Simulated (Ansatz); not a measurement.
All values below come from frozen-core CCSD(T)/def2-TZVPP // BP86-D3(BJ)/def2-SVP (Ansatz, a quantum-chemistry and plane-wave program).

Ansatz 0.2 input:
```yaml
crystal:
  periodic: [false, false, false]
  atoms:
    - { symbol: Ti, position_ang: [0.054061, 0.046369, 0.032724] }
    - { symbol: F, position_ang: [-0.492497, 1.045656, -1.28806] }
    - { symbol: F, position_ang: [1.645506, 0.557209, 0.529333] }
    - { symbol: F, position_ang: [0.116994, -1.61738, -0.488287] }
    - { symbol: F, position_ang: [-1.044912, 0.203575, 1.378367] }
basis:
  gaussian: { orbitals: def2-TZVPP }
correlation:
  method: ccsd_t
```

Output:

```
Functional definition: HF
1290 factors; integrals over basis functions are off by at most 5.6e-4 eV
mean field evaluation 1: about -33914.0454 eV, gradient 7.1e1 eV
mean field evaluation 2: about -33914.1497 eV, gradient 7.2e1 eV
mean field evaluation 4: about -33922.3159 eV, gradient 3.8e0 eV
mean field evaluation 8: about -33922.3838 eV, gradient 3.7e-1 eV
mean field evaluation 16: about -33912.4672 eV, gradient 8.5e1 eV
mean field -33922.38404454 eV, -1246.6246202192 hartree, gradient 6.1e-6 eV, S^2 0.000000; 0 other end points of the search recorded, 0 dependent functions left out
9 core orbitals not correlated
reference -33922.38404454 eV, -1246.6246202192 hartree; 20, 20 occupied and 159, 159 virtual orbitals, 1290 factors
second order -38.93684851 eV of doubles, -0.00000000 eV of singles
cycle   1  -37.02965844 eV  change     1.9e0 eV  update   2.5e-1
cycle   2  -38.38457195 eV  change    -1.4e0 eV  update   1.6e-1
cycle   3  -38.65124783 eV  change   -2.7e-1 eV  update   5.0e-2
cycle   4  -38.65169536 eV  change   -4.5e-4 eV  update   1.8e-2
cycle   5  -38.62261076 eV  change    2.9e-2 eV  update   4.3e-3
cycle   6  -38.62085986 eV  change    1.8e-3 eV  update   1.7e-3
cycle   7  -38.62179743 eV  change   -9.4e-4 eV  update   8.1e-4
cycle   8  -38.62133689 eV  change    4.6e-4 eV  update   3.3e-4
cycle   9  -38.62142995 eV  change   -9.3e-5 eV  update   1.3e-4
cycle  10  -38.62162387 eV  change   -1.9e-4 eV  update   4.2e-5
cycle  11  -38.62153464 eV  change    8.9e-5 eV  update   1.6e-5
cycle  12  -38.62151562 eV  change    1.9e-5 eV  update   7.2e-6
perturbative correction -1.62843286 eV, -0.0598438038 hartree
Total energy: -33962.63399302 eV, -1248.1037785433 hartree
```

Cost: about 2.6 core-minutes (a rough figure).
